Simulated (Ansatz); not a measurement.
Isolated molecules relaxed with PBE0-D4/def2-TZVP in Ansatz; ΔE leaves out vibrations. CCSD(T)/CBS adds triple-zeta CCSD(T) − MP2 to the extrapolated MP2 energy (def2 sets, frozen cores). This one scheme is used for every species. Each species was taken in one conformer, which may not be the lowest.

`OB(O)O` + CH₃OH → `COB(O)O` + H₂O  (ligand exchange at a B–O bond)

`OB(O)O`:

Cartesian coordinates in Å:
```
O -0.501 -1.265 -0.121
B 0.000 0.000 0.000
O 1.040 0.402 -0.790
O -0.539 0.863 0.911
H -0.041 -1.774 -0.792
H 1.301 1.308 -0.612
H -1.260 0.467 1.404
```

CH₃OH:

Z-matrix (Å, degrees):
```
C
O 1 1.409
H 1 1.097 2 112.4
H 1 1.090 2 107.0 3 -118.5
H 1 1.097 2 112.4 3 123.0
H 2 0.959 1 108.5 3 -61.6
```

`COB(O)O`:

Z-matrix (Å, degrees):
```
C
O 1 1.413
H 1 1.090 2 107.6
H 1 1.093 2 111.2 3 119.5
H 1 1.093 2 111.2 3 -119.5
B 2 1.361 1 120.2 3 -180.0
O 6 1.366 2 120.6 1 0.0
O 6 1.368 2 119.6 1 -180.0
H 7 0.959 6 111.8 2 180.0
H 8 0.960 6 111.8 2 0.0
```

H₂O:

```xyz
3

O    -0.124    0.266   -0.255
H     0.584   -0.370   -0.373
H    -0.460    0.104    0.629
```

```
  species  CCSD(T)/CBS(def2) energy (Eh)
 `OB(O)O`                     -252.29421
    CH₃OH                     -115.61712
`COB(O)O`                     -291.53393
      H₂O                      -76.37941
```

Q: Work out ΔE.

A: ΔE = (-291.53393) + (-76.37941) − (-252.29421) − (-115.61712) = -0.00201 Eh = -5.3 kJ/mol.

Largest T1 diagnostic among the species: 0.012.

In def2-TZVPP, CCSD(T) changes the Hartree–Fock value by −6.2 kJ/mol (the triples alone add −1.0 kJ/mol) and MP2 by −7.0 kJ/mol. The D4 term adds −4.3 kJ/mol with B3LYP and −2.5 kJ/mol with PBE0; it sums over pairs of atoms, weighted by their polarisabilities, and B3LYP, whose exchange is more repulsive, gets the larger term.

B3LYP here is the variant with VWN-RPA as its local correlation; programs differ in this.
